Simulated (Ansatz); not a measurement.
Na6Cu⁻, relaxed as a singlet with RKS B3LYP-D4/def2-SVPD in Ansatz, starting from the GFN1-xTB geometry. Force threshold 0.02 eV/Å.

The relaxation made no stability test and no search for a lower SCF solution. No other spin state of charge -1 was run. The structure comes from a short search, and lower isomers may exist.

Start:

Cartesian coordinates in Å:
```
Cu 0.6179 -0.2015 -1.9523
Na 0.2338 -1.0012 2.3276
Na 0.7707 2.0081 0.9968
Na -1.0950 1.9484 -1.5665
Na 2.4795 -0.5633 0.0755
Na -0.6173 -2.2982 -0.5582
Na -2.3897 0.1078 0.6771
```

Task: Estimate the energy that the relaxation releases and the steps that it takes.

Result: 0.31 eV, in 48 steps; 2.4 min on 4 threads of AMD EPYC 7B13 on a shared host. The force fell under the threshold at step 40, but the optimiser went on and released 0.014 eV more. No frequencies were taken in this run, so the end may be a saddle point.

Task: Does the start keep its bonding?

Result: Bonds formed: Cu1–Na2, Cu1–Na7, Na4–Na5, Na4–Na6 (atoms count from 1). Metal–metal contacts that move far: Cu1–Na3 3.69 to 2.72 Å, Na4–Na7 3.18 to 3.83 Å, Na2–Na5 3.21 to 3.85 Å, Na6–Na7 3.23 to 3.87 Å, Na3–Na5 3.22 to 3.84 Å, Na2–Na6 3.28 to 3.87 Å. The end is the same structure that another start reached, the lowest one found.

Task: Predict the relaxed structure.

Result: 
```xyz
7

Cu   -0.0038   -0.0194   -0.0057
Na    0.4904   -1.3499    2.3168
Na    0.6646    2.3174    1.2236
Na   -0.4880    1.3817   -2.2917
Na    2.5970   -0.3445   -0.7503
Na   -0.6708   -2.3454   -1.2418
Na   -2.5894    0.3602    0.7491
```
Bond lengths (bridged metal pairs left out): 12 × Na–Na 3.82 to 3.88 Å; 6 × Cu–Na 2.72 Å.
